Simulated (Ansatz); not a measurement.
Calculated with Ansatz (gas phase, PBE0-D4/def2-TZVP geometries, no zero-point term in ΔE). CCSD(T)/CBS adds triple-zeta CCSD(T) − MP2 to the extrapolated MP2 energy (def2 sets, frozen cores). This one scheme is used for every species. DFT in def2-TZVPP. Each species was taken in one conformer, which may not be the lowest.

`C[S][Al]([F])[Cl]` + H–F → `[F][Al]([F])[Cl]` + CH₃SH  (ligand exchange at the Al–S bond)

```json
{"level": "ωB97X-V", "ΔE (eV)": "-0.73"}
{"level": "SCS-MP2/def2-TZVPP", "ΔE (eV)": "-0.77"}
```

**Question.** What does CCSD(T)/CBS give? (An estimate is asked.)

**Answer.** Ansatz gave: -0.69 eV. The listed levels differ from it by -0.04, -0.08 eV.

**Question.** What do rigid-rotor, harmonic-oscillator terms from PBE0-D4/def2-TZVP frequencies (298.15 K, 1 bar) make of the CCSD(T)/CBS value? (Best estimate.)

**Answer.** Computed: ΔZPE = -0.01 eV, ΔH = -0.74 eV, ΔS = 7 J/(mol·K), ΔG = -0.76 eV.

Largest T1 diagnostic among the species: 0.012.

Leaving LDA and LC-ωPBE aside and taking each functional with its dispersion term where it has one, the values, not all of them listed here, spread over 0.20 eV, from CAM-B3LYP-D4 to revPBE-D4. LDA lies +0.06 eV from PBE without D4. At CCSD(T), def2-SVP lies −0.11 eV from the extrapolated value and def2-TZVPP −0.03 eV. The D4 term adds +0.09 eV with B3LYP and +0.05 eV with PBE0; it sums over pairs of atoms, weighted by their polarisabilities, and B3LYP, whose exchange is more repulsive, gets the larger term.

B3LYP here is the variant with VWN-RPA as its local correlation; programs differ in this.
